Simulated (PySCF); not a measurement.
Computed shifts of a molecule CH₉FN₂Si₂, HF/pcSseg-1 in PySCF, GIAO, gas phase, atoms alike by connectivity averaged where their shifts nearly agree, in ppm (number of nuclei): ¹³C: 28.3 (1). ¹⁵N: 20.9 (1), 14.5 (1). ²⁹Si: -36.5 (1), -54.7 (1). ¹⁹F: -119.2 (1). ¹H: 4.53 (3), 4.39 (1), 2.83 (3), 0.58 (1), 0.55 (1). References: ¹³C against TMS (σ = 192.6 ppm); ¹⁵N against NH3 (σ = 267.3 ppm); ²⁹Si against TMS (σ = 393.8 ppm); ¹⁹F against CFCl3 (σ = 238.5 ppm); ¹H against TMS (σ = 31.99 ppm), references at their B3LYP-D3(BJ)/def2-TZVP geometries, non-relativistic. The structure is a stationary point at B3LYP-D3(BJ)/def2-SVP. One conformer was computed; it need not be the lowest.

Q: Identify the compound among the candidates.
(A) C[Si@H](F)[SiH](N)N
(B) CN[Si@@H](F)N[SiH3]
(C) N[SiH2]C(F)[SiH2]N
(D) C[Si](N)(N)[SiH2]F

A: B, CN[Si@@H](F)N[SiH3]
